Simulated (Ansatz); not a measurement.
Ansatz (an electronic-structure program) input (wB97M-V/def2-TZVPD):

Ansatz 0.2 input:
```yaml
crystal:
  periodic: [false, false, false]
  atoms:
    - {symbol: C, position_ang: [-2.62452815, -0.16960967, 1.17374468]}
    - {symbol: C, position_ang: [-1.48294593, 0.74248390, 0.72649436]}
    - {symbol: C, position_ang: [-0.14734455, 0.02515648, 0.57200196]}
    - {symbol: Se, position_ang: [-0.31196654, -1.40527612, -0.80030585]}
    - {symbol: Se, position_ang: [1.34866768, 1.26516943, 0.22814430]}
    - {symbol: H, position_ang: [-3.53009172, 0.41429125, 1.34479522]}
    - {symbol: H, position_ang: [-2.37489107, -0.68421824, 2.10403878]}
    - {symbol: H, position_ang: [-2.85697393, -0.92960062, 0.42628859]}
    - {symbol: H, position_ang: [-1.73810056, 1.22949910, -0.21806783]}
    - {symbol: H, position_ang: [-1.34206395, 1.54029737, 1.45922685]}
    - {symbol: H, position_ang: [0.13667023, -0.45685268, 1.50610199]}
    - {symbol: H, position_ang: [1.13639119, -1.62581490, -0.91161488]}
    - {symbol: H, position_ang: [0.85013327, 1.68784220, -1.09072203]}
basis:
  gaussian:
    orbitals: def2-TZVPD
hamiltonian:
  xc: {name: wB97M-V}
output: {forces: true}
```

End of the output:

```
integrals: 0.50 GiB planned
1804 factors; their error is unknown
integrals: 0.54 GiB planned
574 factors; integrals over basis functions are off by at most 2.0e-5 eV
0.55 GiB of the device are held for the grids
2.70 GiB of device memory are held for the factors and their scratch space
mean field: 2.87 GiB planned
mean field evaluation 1: about -133928.1259 eV, gradient 4.3e1 eV
mean field evaluation 2: about -133929.3357 eV, gradient 3.6e1 eV
mean field evaluation 4: about -133932.3217 eV, gradient 2.4e0 eV
mean field evaluation 8: about -133932.3472 eV, gradient 1.1e-1 eV
mean field evaluation 16: about -133932.6469 eV, gradient 7.4e-4 eV
mean field -133932.64687381 eV, -4921.9339898040 hartree, gradient 7.7e-5 eV, S^2 0.000000; 0 other end points of the search recorded, 0 dependent functions left out
the calculation of the forces begins
reference -133932.64696315 eV, -4921.9339930872 hartree; 47, 47 occupied and 250, 250 virtual orbitals, 1804 factors
Total energy: -133932.64696315 eV, -4921.9339930872 hartree
Atom 0 at    -2.624528    -0.169610     1.173745 Å, force     0.059939     0.015700    -0.019218 eV/Å
Atom 1 at    -1.482946     0.742484     0.726494 Å, force     0.000610    -0.013834     0.011871 eV/Å
Atom 2 at    -0.147345     0.025156     0.572002 Å, force     0.175074    -0.059684    -0.243814 eV/Å
Atom 3 at    -0.311967    -1.405276    -0.800306 Å, force     0.172889     0.283771     0.231824 eV/Å
Atom 4 at     1.348668     1.265169     0.228144 Å, force    -0.332507    -0.190628    -0.105261 eV/Å
Atom 5 at    -3.530092     0.414291     1.344795 Å, force     0.026588    -0.016625    -0.006432 eV/Å
Atom 6 at    -2.374891    -0.684218     2.104039 Å, force     0.005424     0.010789    -0.010767 eV/Å
Atom 7 at    -2.856974    -0.929601     0.426289 Å, force     0.003934     0.006105    -0.002852 eV/Å
Atom 8 at    -1.738101     1.229499    -0.218068 Å, force     0.012211    -0.004317    -0.014103 eV/Å
Atom 9 at    -1.342064     1.540297     1.459227 Å, force     0.004525    -0.003583    -0.002981 eV/Å
Atom 10 at     0.136670    -0.456853     1.506102 Å, force    -0.020916    -0.008027     0.016427 eV/Å
Atom 11 at     1.136391    -1.625815    -0.911615 Å, force    -0.144231     0.033716     0.015840 eV/Å
Atom 12 at     0.850133     1.687842    -1.090722 Å, force     0.036459    -0.053382     0.129464 eV/Å
Dipole moment:    -0.155862     0.065261     0.133291 e Å
```
